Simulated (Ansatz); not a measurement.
CH2N (SMILES C#[NH+]) moved off its minimum; all values from Ansatz (an electronic-structure program), cores frozen in correlated methods.
(charge 1, multiplicity 1)
```xyz
4

C     -0.0100    -0.0021    -0.6738
N     -0.0513    -0.0055     0.4430
H      0.0951     0.0092    -1.7081
H     -0.0296     0.0066     1.5390
```

Forces at PBE/def2-TZVPP (eV/Å):

| atom | Fx | Fy | Fz |
|---|---|---|---|
| C1 | 0.146 | 0.014 | -1.261 |
| N2 | -0.027 | 0.037 | 5.685 |
| H3 | 0.029 | -0.003 | -1.927 |
| H4 | -0.148 | -0.048 | -2.497 |

### Question
Give the forces (eV/Å), the total energy and the dipole at CCSD(T)/aug-cc-pVTZ.

### Answer

| atom | Fx | Fy | Fz |
|---|---|---|---|
| C1 | 0.180 | 0.017 | -1.650 |
| N2 | -0.018 | 0.042 | 6.084 |
| H3 | -0.004 | -0.006 | -1.628 |
| H4 | -0.159 | -0.053 | -2.807 |
Energy -93.5539 hartree.
